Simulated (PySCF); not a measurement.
Simulation results for C₂H₇BGe, BGe₂H₅O, BGeH₅Si, CH₅BGeSi and others

Calculation on a computer-drawn molecule: optimised geometry and harmonic frequencies of an isolated molecule of the commonest isotopes, restricted reference for singlets and unrestricted otherwise, frozen core in MP2; on germanium a core potential holds 10 electrons, which the energies leave out, and 3d is frozen in MP2 and coupled-cluster steps. Program: PySCF 2.14.0.

Common to all runs: charge 0; method HF; basis and core potential on germanium cc-pVDZ-PP ECP10MDF.

(1) C₂H₇BGe

Start structure:
```xyz
11
C2H7BGe
B      2.0046     1.8101     0.3743
Ge     0.4387     0.4856     0.1532
C     -0.7828     1.8739    -0.8361
C     -0.6808     3.2971    -0.4533
H      2.2281     2.3702     1.3631
H      2.7842     1.9031    -0.4717
H     -0.5467     1.7146    -1.8851
H     -1.8156     1.4569    -0.7505
H      0.2614     3.6992    -0.5348
H     -0.8773     3.3909     0.6755
H     -1.3579     3.9288    -0.9268
```

Settings of this run: multiplicity 1 and basis cc-pVDZ.

Results for C₂H₇BGe: rotational constants 6.922, 3.201, 2.332 GHz; total energy -397.8102 hartree; convergence status largest gradient component 2.006e-05 hartree/bohr.

Drawn bonds:
| atom | other atom | order |
| --- | --- | --- |
| 1 | 2 | 1 |
| 2 | 3 | 1 |
| 3 | 4 | 1 |
| 1 | 5 | 1 |
| 1 | 6 | 1 |
| 3 | 7 | 1 |
| 3 | 8 | 1 |
| 4 | 9 | 1 |
| 4 | 10 | 1 |
| 4 | 11 | 1 |

Optimised structure:
```xyz
11
C2H7BGe
B      2.0907     1.7482     0.3968
Ge     0.4413     0.5079     0.0471
C     -0.8060     1.8466    -0.8106
C     -0.7362     3.3261    -0.4223
H      2.2691     2.2836     1.4605
H      2.9584     1.8847    -0.4277
H     -0.5772     1.7253    -1.8806
H     -1.8240     1.4656    -0.6907
H      0.2413     3.7573    -0.6540
H     -0.9131     3.4707     0.6465
H     -1.4883     3.9143    -0.9571
```

Modes:
| frequency (cm⁻¹) | reduced mass (dalton) |
| --- | --- |
| 57.8 | 1.923 |
| 125.3 | 2.837 |
| 221.1 | 1.386 |
| 283.5 | 1.848 |
| 310.2 | 1.092 |
| 451.4 | 1.184 |
| 508.2 | 3.173 |
| 517.3 | 4.052 |
| 657.7 | 1.296 |
| 910.5 | 1.378 |
| 989.4 | 1.098 |
| 1043 | 1.585 |
| 1114 | 2 |
| 1229 | 1.148 |
| 1328 | 1.408 |
| 1362 | 1.286 |
| 1516 | 1.197 |
| 1548 | 1.116 |
| 1590 | 1.045 |
| 1603 | 1.039 |
| 2640 | 1.054 |
| 2716 | 1.122 |
| 3121 | 1.069 |
| 3162 | 1.038 |
| 3205 | 1.092 |
| 3225 | 1.102 |
| 3240 | 1.103 |

(2) BGe₂H₅O

Start structure:
```xyz
9
BGe2H5O
B     -3.7569     0.2677    -1.2882
Ge    -3.7779     2.4512    -1.6733
O     -2.4093     2.5067    -0.2874
Ge    -1.3633     1.8351     0.9213
H     -4.4046    -0.0946    -0.3745
H     -2.9745    -0.3610    -1.7593
H      0.0315     2.3793     0.4623
H     -1.5316     0.4352     1.0442
H     -1.8073     2.5792     2.1464
```

It was run with multiplicity 1 and basis cc-pVDZ.

The calculation gives: rotational constants 6.922, 1.093, 0.9629 GHz; total energy -689.1891 hartree; convergence status largest gradient component 1.691e-05 hartree/bohr.

Drawn bonds:
| atom | other atom | order |
| --- | --- | --- |
| 1 | 2 | 1 |
| 2 | 3 | 1 |
| 3 | 4 | 1 |
| 1 | 5 | 1 |
| 1 | 6 | 1 |
| 4 | 7 | 1 |
| 4 | 8 | 1 |
| 4 | 9 | 1 |

Optimised structure:
```xyz
9
BGe2H5O
B     -3.7403     0.2267    -1.2347
Ge    -3.6525     2.3608    -1.5276
O     -2.4065     2.7678    -0.3097
Ge    -1.3601     2.0219     0.9096
H     -4.5296    -0.2778    -0.4773
H     -3.0680    -0.5316    -1.8860
H      0.0946     2.3049     0.5371
H     -1.6263     0.5080     0.9067
H     -1.7052     2.6182     2.2734
```

Modes:
| frequency (cm⁻¹) | reduced mass (dalton) |
| --- | --- |
| 71.16 | 1.097 |
| 79.84 | 4.821 |
| 108.3 | 4.789 |
| 174.3 | 4.242 |
| 239.9 | 1.03 |
| 440.9 | 7.464 |
| 459.5 | 1.188 |
| 482.2 | 4.47 |
| 698.4 | 1.124 |
| 701.6 | 1.238 |
| 870.3 | 2.889 |
| 888.6 | 1.436 |
| 949.9 | 1.024 |
| 955.6 | 1.022 |
| 1003 | 1.445 |
| 1232 | 1.144 |
| 2199 | 1.022 |
| 2240 | 1.024 |
| 2257 | 1.013 |
| 2639 | 1.054 |
| 2715 | 1.122 |

(3) BGeH₅Si

Start structure:
```xyz
8
BGeH5Si
B     -1.5261     1.0420     0.1080
Ge    -1.8776     1.6571     1.9188
Si     0.5527     1.4482     1.6276
H     -1.4875     1.7602    -0.8620
H     -1.4874    -0.1316    -0.2494
H      1.0188     2.8288     1.9089
H      1.0104     0.6021     2.6594
H      1.3380     1.1177     0.4221
```

It was run with multiplicity 1 and basis cc-pV(D+d)Z.

It finds rotational constants 8.564, 3.255, 2.476 GHz; total energy -609.8503 hartree; convergence status largest gradient component 1.685e-05 hartree/bohr.

Drawn bonds:
| atom | other atom | order |
| --- | --- | --- |
| 1 | 2 | 1 |
| 2 | 3 | 1 |
| 1 | 4 | 1 |
| 1 | 5 | 1 |
| 3 | 6 | 1 |
| 3 | 7 | 1 |
| 3 | 8 | 1 |

Optimised structure:
```xyz
8
BGeH5Si
B     -1.7413     0.9626    -0.1252
Ge    -1.7517     1.5951     1.8289
Si     0.7346     1.5502     1.7844
H     -1.7223     1.7517    -1.0331
H     -1.7486    -0.2092    -0.3974
H      1.2055     2.9225     2.0974
H      1.1804     0.6282     2.8586
H      1.3848     1.1234     0.5197
```

Modes:
| frequency (cm⁻¹) | reduced mass (dalton) |
| --- | --- |
| 25.13 | 1.087 |
| 81.63 | 3.378 |
| 312.6 | 10.16 |
| 365.6 | 1.018 |
| 384 | 1.14 |
| 519.9 | 1.548 |
| 520.6 | 1.154 |
| 560.9 | 2.007 |
| 915 | 1.325 |
| 961.7 | 1.104 |
| 1015 | 1.046 |
| 1035 | 1.036 |
| 1216 | 1.151 |
| 2285 | 1.046 |
| 2291 | 1.023 |
| 2294 | 1.051 |
| 2648 | 1.052 |
| 2731 | 1.122 |

(4) CH₅BGeSi

Start structure:
```xyz
9
CH5BGeSi
B     -1.9082    -1.3842    -0.7359
Ge    -2.6404    -0.9896     1.0898
Si    -0.5826    -2.2513     1.1860
C      1.0939    -1.7963     0.8322
H     -1.1674    -0.6892    -1.2754
H     -2.2013    -2.3366    -1.3116
H     -0.8064    -3.6467     1.6753
H      1.9539    -2.3772     1.2865
H      1.3277    -0.8311     0.5506
```

Here we set multiplicity 1 and basis cc-pV(D+d)Z.

The calculation gives: rotational constants 6.789, 2.044, 1.694 GHz; total energy -647.6732 hartree; convergence status largest gradient component 1.92e-05 hartree/bohr.

Drawn bonds:
| atom | other atom | order |
| --- | --- | --- |
| 1 | 2 | 1 |
| 2 | 3 | 1 |
| 3 | 4 | 2 |
| 1 | 5 | 1 |
| 1 | 6 | 1 |
| 3 | 7 | 1 |
| 4 | 8 | 1 |
| 4 | 9 | 1 |

Optimised structure:
```xyz
9
CH5BGeSi
B     -1.8894    -1.2412    -0.9094
Ge    -2.6131    -1.2365     1.0220
Si    -0.5199    -2.4360     1.4636
C      0.9986    -1.8787     0.9155
H     -1.1280    -0.4049    -1.3123
H     -2.2528    -2.0999    -1.6686
H     -0.5618    -3.6684     2.2813
H      1.9354    -2.3443     1.2060
H      1.1002    -0.9923     0.2993
```

Modes:
| frequency (cm⁻¹) | reduced mass (dalton) |
| --- | --- |
| 67.03 | 2.762 |
| 103.9 | 3.444 |
| 154.7 | 3.306 |
| 314.3 | 1.404 |
| 322.3 | 5.814 |
| 419.7 | 1.177 |
| 454 | 1.062 |
| 538.7 | 4.328 |
| 664.2 | 1.095 |
| 744 | 1.061 |
| 876.1 | 1.214 |
| 902.1 | 1.299 |
| 928.3 | 1.271 |
| 1019 | 4.139 |
| 1211 | 1.147 |
| 1506 | 1.203 |
| 2315 | 1.042 |
| 2657 | 1.051 |
| 2745 | 1.123 |
| 3291 | 1.058 |
| 3383 | 1.112 |

(5) B₂GeH₄N

Start structure:
```xyz
8
B2GeH4N
B     -0.4595     3.5195     1.7031
N     -0.2110     2.1951     1.6977
B     -0.0610     0.8720     1.6191
Ge     0.6846    -0.7383     0.9312
H     -0.7162     4.5691     1.8477
H      1.5291    -0.7908    -0.3097
H      1.5558    -1.4538     1.9540
H     -0.4698    -1.7553     0.6278
```

Here we set multiplicity 2 and basis cc-pVDZ.

Drawn bonds:
| atom | other atom | order |
| --- | --- | --- |
| 1 | 2 | 1 |
| 2 | 3 | 2 |
| 3 | 4 | 1 |
| 1 | 5 | 1 |
| 4 | 6 | 1 |
| 4 | 7 | 1 |
| 4 | 8 | 1 |

Q: What total energy does the calculation give for B₂GeH₄N (entry 5)?
A: -399.5051 hartree

Q: Estimate the rotational constants of B₂GeH₄N (entry 5).
A: 35.56, 1.686, 1.642 GHz

Further results for B₂GeH₄N (entry 5):

```
spin squared                                  : 0.7953
convergence status largest gradient component : 9.654e-06 hartree/bohr
```

Optimised structure:
```xyz
8
B2GeH4N
B     -0.3979     3.3693     1.6491
N     -0.3119     2.1246     1.7860
B     -0.2631     0.7740     2.0010
Ge     0.6541    -0.7745     0.9656
H     -0.4845     4.5301     1.5306
H      1.4294    -0.3217    -0.2847
H      1.6354    -1.4959     1.8986
H     -0.4095    -1.7884     0.5247
```

Modes:
| frequency (cm⁻¹) | reduced mass (dalton) |
| --- | --- |
| 54.65 | 1.393 |
| 122.6 | 3.917 |
| 212.1 | 4.43 |
| 330.2 | 5.426 |
| 469.4 | 2.324 |
| 540.3 | 1.176 |
| 625 | 1.935 |
| 683 | 1.33 |
| 837.9 | 1.36 |
| 901.5 | 1.039 |
| 962.2 | 1.021 |
| 966.9 | 1.019 |
| 1222 | 8.405 |
| 1843 | 6.388 |
| 2175 | 1.022 |
| 2203 | 1.023 |
| 2218 | 1.014 |
| 2989 | 1.162 |
